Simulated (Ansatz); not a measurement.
C2H4FGaO, SMILES `F[CH]1O[CH2][GaH]1` at its PBE0-D4/def2-TZVP geometry, where that method's forces vanish. Charge 0, multiplicity 1.

```xyz
9

F     1.2461   -1.6219    0.4341
C     1.1035   -0.3966   -0.2317
O     0.0105   -0.4392   -1.0839
C    -1.1473    0.0425   -0.3693
Ga    0.0904    0.8785    0.9746
H     2.0172   -0.2617   -0.8132
H    -1.7647   -0.7883   -0.0144
H    -1.7463    0.6691   -1.0333
H     0.1906    1.9178    2.1370
```

Task: What forces (eV/Å) does PBE-D4/def2-TZVPP give on these atoms in the Gaussian-basis code of Ansatz? (Best estimate.)

Result: Ansatz gave: 
```
F1   0.107 -0.606  0.394
C2   0.230  0.333 -0.050
O3  -0.023 -0.087 -0.612
C4  -0.277  0.051  0.113
Ga5  0.032  0.167  0.218
H6   0.223  0.052 -0.142
H7  -0.150 -0.161  0.096
H8  -0.137  0.146 -0.125
H9  -0.005  0.105  0.109
```
